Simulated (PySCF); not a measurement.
A structure optimised at PBE-D3(BJ)/def2-SVP, used in a PySCF frequency run:

```xyz
11

C     -0.9166     3.1147     0.0000
C      0.0667     2.2423     0.0000
C      1.0575     1.3572     0.0000
C      0.9339    -0.1051     0.0000
C     -0.2349    -0.7848     0.0000
Cl    -0.3229    -2.5138     0.0000
H     -1.3485     3.5005     0.9414
H     -1.3485     3.5005    -0.9414
H      2.0899     1.7524     0.0000
H      1.8751    -0.6771     0.0000
H     -1.2180    -0.2884     0.0000
```

Problem. Write its SMILES, formula and point group.

Solution. C=C=C/C=C/Cl, C₅H₅Cl, Cs

Problem. What are its rotational constants (standard atomic weights)?

Solution. 9.5072, 1.0996, 0.99255 GHz
